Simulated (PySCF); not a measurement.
**Two-component Hartree-Fock for Mn (manganese, neutral)**

Start: [Ar] 3d6 4s1; 3d3/2 filled at m_j = +3/2; 3d5/2 filled at m_j = -3/2, -1/2, +1/2, +3/2, +5/2; 4s1/2 filled at m_j = +1/2. Calculated with PySCF 2.14 in x2c-TZVPall-2c with one added diffuse shell each of s, p, d type (7s8p5d1f, 63 functions): generalised Hartree-Fock with the X2C-1e Hamiltonian and a Gaussian nucleus; one run each with spin-orbit coupling (SO) switched off, then screened by Boettger's factors. This is a chosen level, not necessarily the ground level.

```json
{"spinor shell": "1s1/2", "electrons": "2", "ε, spin-free (eV)": "-6593.9", "ε, screened SO (eV)": "-6593.8", "weight of nominal j (screened SO)": "1.000", "rms radius, screened SO (bohr)": "0.0703"}
{"spinor shell": "2s1/2", "electrons": "2", "ε, spin-free (eV)": "-798.40", "ε, screened SO (eV)": "-798.36", "weight of nominal j (screened SO)": "1.000", "rms radius, screened SO (bohr)": "0.302"}
{"spinor shell": "2p1/2", "electrons": "2", "ε, spin-free (eV)": "-672.07", "ε, screened SO (eV)": "-679.52", "weight of nominal j (screened SO)": "0.989", "rms radius, screened SO (bohr)": "0.271"}
{"spinor shell": "2p3/2", "electrons": "4", "ε, spin-free (eV)": "-672.07", "ε, screened SO (eV)": "-668.38", "weight of nominal j (screened SO)": "0.994", "rms radius, screened SO (bohr)": "0.274"}
{"spinor shell": "3s1/2", "electrons": "2", "ε, spin-free (eV)": "-100.63", "ε, screened SO (eV)": "-100.61", "weight of nominal j (screened SO)": "1.000", "rms radius, screened SO (bohr)": "0.921"}
{"spinor shell": "3p1/2", "electrons": "2", "ε, spin-free (eV)": "-63.142", "ε, screened SO (eV)": "-64.357", "weight of nominal j (screened SO)": "0.660", "rms radius, screened SO (bohr)": "0.997"}
{"spinor shell": "3d5/2", "electrons": "5", "ε, spin-free (eV)": "-10.450", "ε, screened SO (eV)": "-11.373", "weight of nominal j (screened SO)": "0.591", "rms radius, screened SO (bohr)": "1.45"}
{"spinor shell": "4s1/2", "electrons": "1", "ε, spin-free (eV)": "-6.303", "ε, screened SO (eV)": "-6.302", "weight of nominal j (screened SO)": "0.999", "rms radius, screened SO (bohr)": "3.81"}
{"spinor shell": "3d3/2", "electrons": "1", "ε, spin-free (eV)": "-10.450", "ε, screened SO (eV)": "-5.784", "weight of nominal j (screened SO)": "0.791", "rms radius, screened SO (bohr)": "1.79"}
```

(1) Where does 3p3/2 lie, and what is the 3p spin-orbit splitting (screened SO)?

```
   quantity    spin-free  screened SO
E (hartree)  -1157.23911  -1157.25550
        M_J          9/2          9/2
       ⟨J²⟩       24.776       24.776
       ⟨L²⟩        6.008        6.012
       ⟨S²⟩        8.768        8.765
```

Each row is a mean over spinors that exchange with the open shell spreads, by up to 13.308 eV (3p3/2).

Rows whose weight is well below 1 are mixtures of j = l ± 1/2: exchange outweighs spin-orbit coupling there, and the label is only the starting occupation.

Without spin-orbit coupling the j labels of p, d and f shells carry no meaning; the spin-free column gives the mean over the occupied spinors of each nl shell.

## Answers

(1) At -62.521 eV, 1.837 eV above 3p1/2.
